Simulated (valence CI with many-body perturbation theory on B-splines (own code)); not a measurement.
# Mo XXXVI: what the settings do

Calculated by configuration interaction combined with many-body perturbation theory (CI+MBPT): five valence electrons over a frozen Dirac-Fock core [He], a basis of 6 s, 6 p, 5 d, 3 f, 1 g functions for each j, with the one-electron correlation potential Σ1 (screened to all orders), the two-electron term Σ2, the three-electron term Σ3, Breit, model QED; selected single and double excitations, second order for the rest, scaled by the run's own slope (own B-spline code, finite nucleus).

The last digits are not significant, and no measured levels were compared; by estimate large intervals hold to a few tenths of a per cent, small ones and those within an open d or f shell to about a per cent. Among the levels kept, up to 4200 cm⁻¹ of a level comes from second order outside the variational space, and about a tenth of that is noise between levels of different J, which matters for small intervals.

The reference run has the lowest level (2s^2 2p1/2^2 2p3/2) J=3/2 and an ionisation energy of 4795.87 eV. Its largest variational space holds 12660 state functions.

Levels are named by their leading jj configuration (3d3/2^4 stands for four electrons in 3d with j = 3/2), which in mixed levels can hold well under half, so a name can repeat and another be missing. Letters in brackets count levels of one name in rising energy.

```tsv
Level	Reference (cm⁻¹)	Shift (cm⁻¹)
(2s^2 2p1/2 2p3/2^2) J=3/2	796194	-60
(2s^2 2p1/2 2p3/2^2) J=5/2	923846	+175
(2s^2 2p1/2 2p3/2^2) J=1/2	1093440	+374
(2s^2 2p3/2^3) J=3/2	1892560	+283
(2s 2p1/2^2 2p3/2^2) J=5/2	2043110	+376
(2s 2p1/2^2 2p3/2^2) J=1/2	2416010	+762
(2s 2p1/2^2 2p3/2^2) J=3/2	2422050	+937
(2s 2p1/2 2p3/2^3) J=3/2 [a]	2999840	+710
(2s 2p1/2 2p3/2^3) J=5/2	3185160	+884
(2s 2p1/2 2p3/2^3) J=1/2	3375180	+1307
(2s 2p1/2 2p3/2^3) J=3/2 [b]	3471220	+1561
(2s 2p3/2^4) J=1/2	4316580	+1409
```

The ionisation energy moves by +0.12 eV.

(1) Which of these changes was made?
A. three-electron term on → off
B. size limit of the variational space 10000 → 3000; QED terms on → off
C. size limit of the variational space 10000 → 3000

Answers

(1) A. three-electron term on → off.
